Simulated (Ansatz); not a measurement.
BBr3, SMILES `BrB(Br)Br` with one electron removed (charge 1, multiplicity 2), frozen-core CCSD(T)/cc-pVTZ // PBE0-D4/def2-TZVP (Ansatz, a program for electronic structure). The calculation was stopped at its time limit.

Ansatz 0.2 input:
```yaml
crystal:
  periodic: [false, false, false]
  atoms:
    - { symbol: Br, position_ang: [1.835754, -0.470638, 0.070258] }
    - { symbol: B, position_ang: [-0.000003, -0.000005, -0.000056] }
    - { symbol: Br, position_ang: [-0.510565, 1.826296, -0.019737] }
    - { symbol: Br, position_ang: [-1.325186, -1.355653, -0.050465] }
basis:
  gaussian: { orbitals: cc-pVTZ }
correlation:
  method: ccsd_t
total_charge: 1
magnetization:
  spin_polarized: true
  initial_magnetization: 1
```

The last lines of the output:

```
determinant -210665.29425825 eV, -7741.8067699256 hartree, with singles and doubles -210686.24741622 eV, -7742.5767842784 hartree
determinant -210665.29422555 eV, -7741.8067687240 hartree, with singles and doubles -210686.24738437 eV, -7742.5767831080 hartree
determinant -210665.02022662 eV, -7741.7966994489 hartree, with singles and doubles -210686.32816652 eV, -7742.5797517973 hartree
determinant -210665.02018654 eV, -7741.7966979762 hartree, with singles and doubles -210686.32814339 eV, -7742.5797509472 hartree
determinant -210664.90750117 eV, -7741.7925568651 hartree, with singles and doubles -210686.39345777 eV, -7742.5821512064 hartree
determinant -210664.84916686 eV, -7741.7904131188 hartree, with singles and doubles -210685.82172578 eV, -7742.5611404431 hartree
determinant -210664.84913904 eV, -7741.7904120964 hartree, with singles and doubles -210685.82170140 eV, -7742.5611395472 hartree
determinant -210664.66850372 eV, -7741.7837738708 hartree, with singles and doubles -210685.83684308 eV, -7742.5616959938 hartree
determinant -210664.66847993 eV, -7741.7837729966 hartree, with singles and doubles -210685.83682037 eV, -7742.5616951593 hartree
determinant -210664.16101289 eV, -7741.7651239269 hartree, with singles and doubles -210685.59258702 eV, -7742.5527197491 hartree
determinant -210664.16098843 eV, -7741.7651230278 hartree, with singles and doubles -210685.59256355 eV, -7742.5527188866 hartree
determinant -210664.11370740 eV, -7741.7633854820 hartree, with singles and doubles -210685.58334548 eV, -7742.5523801289 hartree
determinant -210662.33349925 eV, -7741.6979640393 hartree, with singles and doubles -210683.91731733 eV, -7742.4911547235 hartree
determinant -210665.29425825 eV, -7741.8067699256 hartree, with singles and doubles -210686.35873589 eV, -7742.5808752008 hartree
determinant -210665.29422555 eV, -7741.8067687240 hartree, with singles and doubles -210686.35871773 eV, -7742.5808745336 hartree
determinant -210665.02022662 eV, -7741.7966994489 hartree, with singles and doubles -210686.37803401 eV, -7742.5815843936 hartree
determinant -210665.02018654 eV, -7741.7966979762 hartree, with singles and doubles -210686.37802107 eV, -7742.5815839181 hartree
determinant -210664.90750117 eV, -7741.7925568651 hartree, with singles and doubles -210686.39299557 eV, -7742.5821342209 hartree
```
